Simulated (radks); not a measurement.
The lutetium ion Lu3+, configuration [Xe] 4f13 7s1 (not the ground configuration).

All-electron calculation, Dirac Kohn-Sham, PBEsol, spin-unpolarised, spherical densities, finite nucleus; open shells fill j = l - 1/2 first; Fermi nuclear charge, rms radius 5.37 fm. Program: a radial shooting solver on a logarithmic mesh with Libxc functionals.

Energy parts (eV):
| part | energy |
|---|---|
| total | -396528.30 |
| kinetic | 441844.99 |
| electron-nucleus | -983280.82 |
| Hartree | 152966.22 |
| exchange-correlation | -8058.69 |

Orbitals (lengths in bohr, moments of r in powers of bohr; r(max) is where P^2 peaks; r(90%) holds 90 % of the orbital's charge):
orbital  occ.  eigenvalue (eV)  r(90%)   r(max)      <r>  small-component weight
1s1/2       2        -63161.72  0.0351  0.01214  0.01933                7.11e-02
2s1/2       2        -10781.51   0.127  0.06952  0.08127                1.60e-02
2p1/2       2        -10295.13   0.112  0.05193  0.06742                1.61e-02
2p3/2       4        -9178.381   0.122  0.05846  0.07503                1.46e-02
3s1/2       2        -2476.838   0.312   0.1961   0.2123                5.21e-03
3p1/2       2        -2261.169   0.304   0.1839   0.2021                5.16e-03
3p3/2       4        -2023.031   0.324   0.1974   0.2163                4.75e-03
3d3/2       4        -1655.937   0.296   0.1552   0.1899                4.63e-03
3d5/2       6        -1603.933   0.302   0.1589   0.1943                4.52e-03
4s1/2       2        -527.2288   0.687   0.4465   0.4776                1.70e-03
4p1/2       2        -439.3309   0.706   0.4473   0.4845                1.61e-03
4p3/2       4        -384.8953   0.752   0.4760   0.5170                1.45e-03
4d3/2       4        -240.1052   0.811   0.4753   0.5393                1.27e-03
4d5/2       6        -230.1342   0.827   0.4846   0.5507                1.22e-03
4f5/2       6         -52.2605    1.14   0.4626   0.6779                8.12e-04
4f7/2       7         -50.6499    1.16   0.4677   0.6890                7.93e-04
5s1/2       2         -99.4489    1.64    1.033    1.145                3.67e-04
5p1/2       2         -74.1362    1.83    1.114    1.260                3.01e-04
5p3/2       4         -66.4195    1.97    1.195    1.353                2.63e-04
7s1/2       1         -14.4752    7.11    5.166    5.159                3.00e-05

The highest occupied level is 7s1/2 at -14.475 eV. Summed over all electrons, <r^2> = 58.65 bohr^2, which gives a Langevin (diamagnetic) susceptibility term of -46.5 x 10^-6 cm^3/mol.
